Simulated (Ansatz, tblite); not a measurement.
Spin states of BeCl₂⁻ (the lowest doublet isomer of a short search), each relaxed with PBE-D4/def2-TZVPD in Ansatz. Electronic energies in the gas phase.

The xTB rows come from tblite. Correlated methods freeze 10 core orbitals. In the quartet, Cl2 and Cl3 lie 2.63 Å apart (atoms count from 1), so these atoms are partly bonded to each other. The structure comes from a short search, and lower isomers may exist.

Doublet geometry (C2v within 0.1 Å):

```xyz
3

Be    0.045    0.444   -0.434
Cl   -1.477   -0.754   -0.478
Cl    1.432    0.310    0.913
```

Quartet geometry (C2v within 0.1 Å):

```xyz
3

Be   -0.715    0.116    0.844
Cl   -0.623    0.125   -1.277
Cl    1.338   -0.240    0.433
```

⟨S²⟩: doublet 0.75 at PBE0-D4/def2-TZVPD (pure 0.75), quartet 3.76 at PBE0-D4/def2-TZVPD (pure 3.75).

Only these spin states were relaxed.

| level | quartet − doublet (kcal/mol) | lowest of these | remarks |
| --- | --- | --- | --- |
| HF/STO-3G | 147.2 | doublet | HOMO above zero (doublet), HOMO above zero (quartet) |
| HF/def2-TZVPD | 125.1 | doublet | HOMO above zero (quartet) |
| HF/def2-TZVPPD | 125.1 | doublet | HOMO above zero (quartet) |
| r2SCAN-D4/def2-TZVPD | 120.9 | doublet | HOMO above zero (doublet), HOMO above zero (quartet) |
| r2SCAN0-D4/def2-TZVPD | 124.8 | doublet | HOMO above zero (doublet), HOMO above zero (quartet) |
| ωB97M-V/def2-TZVPD | 133.6 | doublet | HOMO above zero (quartet) |
| MP2/def2-TZVPD | 133.1 | doublet | HOMO above zero (quartet) |
| MP2/def2-TZVPPD | 133.2 | doublet | HOMO above zero (quartet) |
| CCSD/def2-TZVPPD | 131.3 | doublet | HOMO above zero (quartet) |

(1) Estimate the rows for GFN1-xTB, GFN2-xTB, PBE-D4/def2-TZVPD, B97M-V/def2-TZVPD, PBE0-D4/def2-TZVPD, ωB97X-V/def2-TZVPD, RPA@PBE/def2-TZVPD, CCSD(T)/def2-TZVPPD.

Answers

(1) 
| level | quartet − doublet (kcal/mol) | lowest of these | remarks |
| --- | --- | --- | --- |
| GFN1-xTB | 166.4 | doublet | – |
| GFN2-xTB | 199.5 | doublet | – |
| PBE-D4/def2-TZVPD | 118.0 | doublet | HOMO above zero (doublet), HOMO above zero (quartet) |
| B97M-V/def2-TZVPD | 129.0 | doublet | HOMO above zero (doublet), HOMO above zero (quartet) |
| PBE0-D4/def2-TZVPD | 123.4 | doublet | HOMO above zero (doublet), HOMO above zero (quartet) |
| ωB97X-V/def2-TZVPD | 132.2 | doublet | HOMO above zero (quartet) |
| RPA@PBE/def2-TZVPD | 122.9 | doublet | – |
| CCSD(T)/def2-TZVPPD | 130.3 | doublet | HOMO above zero (quartet) |

The xTB methods have no term that favours high spin, so they put low spin too low.
